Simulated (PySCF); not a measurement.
Compound: C5H4ClOS (charge -1).
SMILES: `Cc1csc([O-])c1Cl`

Computed geometry: GFN2-xTB, gas phase.

Take the most abundant isotopes and a rigid rotor. 

Question: Give the principal moments of inertia and the rotational constants in MHz.

Answer: Ia = 249.56, Ib = 358.25, Ic = 604.68 u·Å²; 505379 MHz·u·Å²/I gives A = 2025, B = 1411, C = 835.8 MHz.

Question: What kind of rotor is it?

Answer: An asymmetric top. Ray's parameter κ = (2B − A − C)/(A − C) = -0.033; −1 is the prolate and +1 the oblate limit.

Question: What does the inertial defect say?

Answer: Not planar: Δ = Ic − Ia − Ib = -3.13 u·Å². For a rigid frame Δ = −2 Σ m c², so Σ m c² = 1.56 u·Å² lies off the ab plane, practically all of it from hydrogen. The atom farthest from that plane is 0.88 Å away.

Question: Give the other two planar moments, Paa and Pbb, and the rms extents of the mass along the axes.

Answer: Paa = Σ m a² = (Ib + Ic − Ia)/2 = 356.68 and Pbb = Σ m b² = (Ia + Ic − Ib)/2 = 247.99 u·Å². With the mass M = 146.97 u, the rms extents √(P/M) along a, b and c are 1.56, 1.30, 0.10 Å.

Question: Give the coordinates in the principal-axis frame, origin at the centre of mass.

Answer: The sense of each axis is arbitrary; atoms in the order of the calculation.
```json
{"atom": "C1", "mass (u)": "12.000", "a (Å)": "-1.207", "b (Å)": "-2.338", "c (Å)": "0.000"}
{"atom": "C2", "mass (u)": "12.000", "a (Å)": "-0.156", "b (Å)": "-1.274", "c (Å)": "0.000"}
{"atom": "C3", "mass (u)": "12.000", "a (Å)": "1.178", "b (Å)": "-1.504", "c (Å)": "0.000"}
{"atom": "S4", "mass (u)": "31.972", "a (Å)": "2.109", "b (Å)": "-0.028", "c (Å)": "0.000"}
{"atom": "C5", "mass (u)": "12.000", "a (Å)": "0.573", "b (Å)": "1.019", "c (Å)": "0.000"}
{"atom": "O6", "mass (u)": "15.995", "a (Å)": "0.641", "b (Å)": "2.242", "c (Å)": "0.000"}
{"atom": "C7", "mass (u)": "12.000", "a (Å)": "-0.462", "b (Å)": "0.107", "c (Å)": "-0.001"}
{"atom": "Cl8", "mass (u)": "34.969", "a (Å)": "-2.117", "b (Å)": "0.665", "c (Å)": "0.000"}
{"atom": "H9", "mass (u)": "1.008", "a (Å)": "-0.747", "b (Å)": "-3.326", "c (Å)": "-0.001"}
{"atom": "H10", "mass (u)": "1.008", "a (Å)": "-1.842", "b (Å)": "-2.242", "c (Å)": "0.881"}
{"atom": "H11", "mass (u)": "1.008", "a (Å)": "-1.844", "b (Å)": "-2.240", "c (Å)": "-0.880"}
{"atom": "H12", "mass (u)": "1.008", "a (Å)": "1.693", "b (Å)": "-2.445", "c (Å)": "0.001"}
```

Question: Estimate the classical rotational partition function at 10 K, 100 K and 298.15 K.

Answer: Point group Cs, symmetry number σ = 1; q = (√π/σ)·√((kT/h)³/(ABC)), k/h = 20836.6 MHz/K: 3450 at 10 K, 109000 at 100 K, 562000 at 298.15 K.

Whether it is a minimum is left open (no frequencies). Constants of a rigid frame at the computed geometry: no zero-point averaging, no centrifugal distortion.
